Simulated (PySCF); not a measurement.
**Where the electron goes**

C6H10O2.
Atom-mapped SMILES: `[CH3:1][CH:2]([CH3:3])[CH2:4][O:5][CH:6]=[C:7]=[O:8]` (hydrogens: H9, H10, H11 on C1; H12 on C2; H13, H14, H15 on C3; H16, H17 on C4; H18 on C6)

Geometry (GFN2-xTB, Å), atoms numbered from 1 in this order:
```xyz
18
C6H10O2 angstrom
C     -1.5589   -1.1577   -0.0253
C     -0.9367    0.2065   -0.3097
C     -1.7293    1.3224    0.3641
C      0.5174    0.2334    0.1624
O      1.2680   -0.6616   -0.6300
C      2.6003   -0.7401   -0.2837
C      3.2036   -0.0983    0.6722
O      3.8037    0.4516    1.5151
H     -2.5671   -1.2071   -0.4291
H     -0.9607   -1.9410   -0.4823
H     -1.6062   -1.3358    1.0471
H     -0.9308    0.3718   -1.3918
H     -1.3055    2.2957    0.1280
H     -2.7621    1.3051    0.0256
H     -1.7194    1.1957    1.4447
H      0.5830   -0.0591    1.2220
H      0.9330    1.2487    0.0680
H      3.1591   -1.4240   -0.9033
```

Theory: TDDFT CAM-B3LYP/def2-SVPD, vertical, gas phase, core orbitals frozen in the response (PySCF).

Kohn–Sham orbitals with the atoms that hold most of them (Löwdin shares over 4%, at most four atoms; ? is withheld):

```tsv
orbital	ε (eV)	atoms
LUMO+2	1.62	C7 21%, O8 13%, C3 13%, C6 8%
LUMO+1	1.22	C7 18%, C3 11%, C4 9%, C6 8%
LUMO	-0.47	?
HOMO	?	?
HOMO-1	-10.71	C2 16%, C1 16%, C4 15%, O5 13%
HOMO-2	-10.82	C2 23%, C4 20%, O5 11%, C1 9%
HOMO-3	-11.16	C2 23%, C3 21%, C1 18%, H10 10%
```

(1) Which atoms hold the LUMO, and with what shares?

(2) Give the leading atoms of the HOMO.

(3) What is the HOMO energy, and the HOMO–LUMO gap?

Answers

(1) C7 (bonded to C and O) 36%; O8 (bonded to C) 31%; C6 (bonded to C, O and H) 14%; O5 (bonded to 2 C) 8%. By element: carbon 51% or more, oxygen 38%.

(2) C6 (bonded to C, O and H) 27%; O5 (bonded to 2 C) 25%; O8 (bonded to C) 21%; C7 (bonded to C and O) 21%. By element: carbon 47% or more, oxygen 46%.

(3) ε(HOMO) = -7.58 eV; the gap is 7.10 eV (0.2611 hartree).

Q: How does S1 compare with the orbital gap of 7.10 eV?

A: S1 is at 2.47 eV (f = 0.0001), 4.64 eV below the gap, made of HOMO→LUMO (98%). Without the coupling terms of the response equations the lowest excitation would equal the gap.

Next come S2 at 5.70 eV (f 0.017), HOMO→LUMO+1 (62%), HOMO→LUMO+2 (34%); S3 at 6.67 eV (f 0.0003), HOMO→LUMO+3 (44%), HOMO→LUMO+5 (18%), HOMO→LUMO+2 (14%); S4 at 6.72 eV (f 0.0001), HOMO-1→LUMO (48%), HOMO-4→LUMO (24%), HOMO→LUMO+2 (8%); S5 at 6.89 eV (f 0.0022), HOMO→LUMO+3 (30%), HOMO→LUMO+2 (20%), HOMO→LUMO+6 (14%).

Time: 47 s of wall time; peak memory 1.1 GiB. Hardware: one thread, Intel Xeon 6975P-C (x86_64), no GPU (shared host).

One conformer stands for the species.
